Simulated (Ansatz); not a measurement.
Program: Ansatz. Geometries: PBE0-D4/def2-TZVP. ΔE: electronic, gas phase. CCSD(T)/CBS is the MP2 limit (def2-TZVPP, def2-QZVPP) plus CCSD(T) − MP2 in def2-TZVPP, frozen cores. DFT in def2-TZVPP. B3LYP here is the variant with VWN-RPA as its local correlation; programs differ in this. Each species was taken in one conformer, which may not be the lowest.

Consider the formal exchange of groups at a P–H bond: `OP[SiH3]` + `FCSC[SiH3]` → `OP([SiH3])[SiH3]` + `CSCF`.

```
             level  ΔE (kcal/mol)  difference from CCSD(T)/CBS
            PBE-D4           -8.3                         -2.3
         r2SCAN-D4           -7.4                         -1.4
           PBE0-D4           -7.7                         -1.7
           ωB97X-V           -6.1                         -0.1
           ωB97M-V           -5.6                          0.4
            B2PLYP           -6.0                          0.0
               PBE           -8.1                         -2.1
            r2SCAN           -7.4                         -1.4
              PBE0           -7.5                         -1.5
             B3LYP           -6.3                         -0.3
    MP2/def2-TZVPP           -5.4                          0.6
   CCSD/def2-TZVPP           -5.3                          0.7
CCSD(T)/def2-TZVPP           -5.6                          0.4
    MP2/def2-QZVPP           -5.6                          0.4
SCS-MP2/def2-QZVPP           -5.2                          0.8
    CCSD/CBS(def2)           -5.7                          0.3
       CCSD(T)/CBS           -6.0                            0
```

Largest T1 diagnostic among the species: 0.014.
